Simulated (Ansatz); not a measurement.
```xyz
11

C    -1.517   -0.506   -1.505
B    -0.396    0.126   -0.650
N     0.551    1.194   -0.568
C     0.565    0.338    0.417
C     1.389    0.258    1.634
H    -1.111   -1.375   -2.036
H    -2.341   -0.878   -0.892
H    -1.911    0.183   -2.255
H     1.921   -0.696    1.656
H     0.744    0.275    2.516
H     2.105    1.081    1.684
```

Total charge 0; spin multiplicity 1.

List the CAM-B3LYP/def2-TZVPP orbital energies in eV (Ansatz). (Best estimate.)

Ansatz gave: Occupied: -391.43, -280.11, -279.17, -278.34, -185.66, -28.10, -22.61, -21.39, -16.08, -15.15, -13.97, -13.39, -13.00, -12.93, -12.73, -11.15, -10.84, -8.23. Lowest empty: 0.95, 1.53, 1.78, 2.32, 3.36, 3.56, 3.74, 3.94.
